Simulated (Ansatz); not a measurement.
# One elementary step

Start structure (SiN₂H₉Cl, closed shell), relaxed at PBE0-D4/def2-TZVP:

```
atom    x (Å)    y (Å)    z (Å)
 Si1  -1.0319   0.3721  -1.2132
 Cl2  -1.2021  -1.8199  -0.1622
  H3   0.0464  -0.2374  -2.0225
  H4  -2.4674   0.2101  -1.5240
  H5  -0.8394   1.8300  -1.6112
  H6   0.3678   0.4099   0.7623
  N7  -0.5970   0.8107   0.5725
  H8   1.1611  -1.4771   0.5402
  N9   1.7452  -0.6935   0.8356
 H10  -0.6138   1.8104   0.7492
 H11  -1.2285   0.3098   1.1935
 H12   2.4900  -0.5901   0.1574
 H13   2.1696  -0.9350   1.7225
```

The step: SiH₃Cl ([SiH3][Cl]) + NH₃ + NH₃ → SiNH₅ ([NH2][SiH3]) + HCl + NH₃ (still joined by a long H–N bond); bonds formed: Cl2–H8, H6–N9; bonds broken: Si1–Cl2, H6–N7; bonds weakened to dative contacts: H8–N9. Ansatz 0.2.0; basis: def2-TZVPP and def2-QZVPP; cores frozen in the correlated methods. Extrapolation: Hartree–Fock as exp(−7.88 √X), correlation as X^−2.97. Energies below are by CCSD(T) at an estimated basis limit (MP2 extrapolated from triple and quadruple zeta, plus CCSD(T) − MP2 in triple zeta).

Q: What are the electronic barrier and the energy of the step, from the start structure to the end structure? (An estimate is asked for; the value comes from the calculation.)

A: Computed: Barrier 23.9 kJ/mol; step energy -0.8 kJ/mol (downhill); reverse barrier, their difference, 24.7 kJ/mol. Barrier and step energy count from the start structure, the reverse barrier from the end structure.

The saddle point: One imaginary mode of 808i cm⁻¹.
```json
{"pair": "Cl2–H8", "start (Å)": "2.49", "saddle (Å)": "2.07", "end (Å)": "1.64"}
{"pair": "H6–N9", "start (Å)": "1.77", "saddle (Å)": "1.27", "end (Å)": "1.04"}
{"pair": "Si1–Cl2", "start (Å)": "2.44", "saddle (Å)": "2.82", "end (Å)": "4.27"}
{"pair": "H6–N7", "start (Å)": "1.06", "saddle (Å)": "1.32", "end (Å)": "1.97"}
{"pair": "H8–N9", "start (Å)": "1.02", "saddle (Å)": "1.05", "end (Å)": "1.20"}
```

Zero-point energy (harmonic, PBE0-D4): ZPE is 272.3 kJ/mol at the start and 262.1 kJ/mol at the saddle, so the barrier goes from 23.9 to 13.8 kJ/mol.

No T1 diagnostic of these runs exceeds 0.010.

The step is the kind of exchange with an N–H group that builds nitride films in atomic layer and chemical vapour deposition.

Labels in which every atom is bracketed show which atoms are joined, not bond orders.

For scale, one of the runs: CCSD(T)/def2-TZVPP, 272 basis functions, launched by `ansatz run in.yaml --threads 8 --pin off --events-out ev --progress --plain --max-ram 19148MiB`. Time: 94 s of wall clock on 8 CPU threads of an Arm Neoverse V2; the host was shared. Peak host memory: 7 GiB.
